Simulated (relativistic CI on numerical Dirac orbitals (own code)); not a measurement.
**Cr²⁺: 3p photoemission**

Computed with this model: Dirac-Coulomb-Breit CI, KLI orbitals optimised for each configuration, model QED (radiative potential, 1s self-energy scaled to tabulated hydrogen-like ionisation energies), valence Slater integrals scaled by 0.9, multiplet model of photoemission in the sudden approximation; configurations [Ar] 3d4 → [Ne] 3s2 3p5 3d4; 80 K; Lorentzian 1.12 eV and Gaussian 0.6 eV FWHM. Energies are those of the free ion, without screening or charge transfer. The energies are binding energies and can lie tens of eV above those of solids. S is read from ⟨S²⟩ = S(S + 1).

Field parameters in Wybourne normalisation: D4h B²₀ = −7Ds, B⁴₀ = 21(Dq − Dt), B⁴₄ = 21√(5/14) Dq; Td as Oh with Dq negative (B⁴₀ = 21Dq, B⁴₄ = √(5/14) B⁴₀). The field is a parameter set, without covalency.

free ion: ground-state S = 2.00, centroid 75.41 eV. Peaks (eV, height): 68.6 (73), 71.6 (100), 84.8 (28), 91.0 (39).

D4h, 10Dq = 14300, Ds = 2690, Dt = 260 cm⁻¹: ground-state S = 2.00, centroid 75.42 eV. Peaks (eV, height): 69.2 (100), 72.0 (95), 74.2 (41), 86.2 (38), 91.8 (28).

Td, 10Dq = -2400 cm⁻¹: ground-state S = 2.00, centroid 75.41 eV. Peaks (eV, height): 68.6 (74), 71.4 (100), 85.0 (29), 91.0 (38).

Td, 10Dq = -8650 cm⁻¹: ground-state S = 2.00, centroid 75.41 eV. Peaks (eV, height): 68.8 (71), 71.6 (100), 85.4 (30), 91.0 (36).

D4h, 10Dq = 8500, Ds = 2250, Dt = 450 cm⁻¹: ground-state S = 2.00, centroid 75.42 eV. Peaks (eV, height): 69.0 (100), 71.8 (100), 73.8 (51), 85.8 (38), 91.4 (32).

D4h, 10Dq = 8500, Ds = 1080, Dt = -290 cm⁻¹: ground-state S = 2.00, centroid 75.42 eV. Peaks (eV, height): 68.8 (90), 71.6 (100), 74.0 (45), 85.8 (34), 91.4 (31).

Strongest unbroadened transitions for D4h, 10Dq = 8500, Ds = 2250, Dt = 450 cm⁻¹:

| Energy (eV) | Relative strength |
| --- | --- |
| 68.76 | 87.1 |
| 68.77 | 91.3 |
| 68.79 | 100.0 |
| 69.41 | 50.4 |
| 69.44 | 39.1 |
| 69.45 | 57.4 |
| 69.50 | 61.9 |
| 71.39 | 51.2 |
| 71.48 | 41.7 |
| 71.58 | 50.9 |
| 71.66 | 54.9 |
| 71.75 | 60.4 |
| 71.83 | 67.8 |
| 85.62 | 26.1 |
| 85.73 | 27.8 |
| 85.86 | 32.2 |
| 90.75 | 23.5 |
| 91.74 | 31.1 |
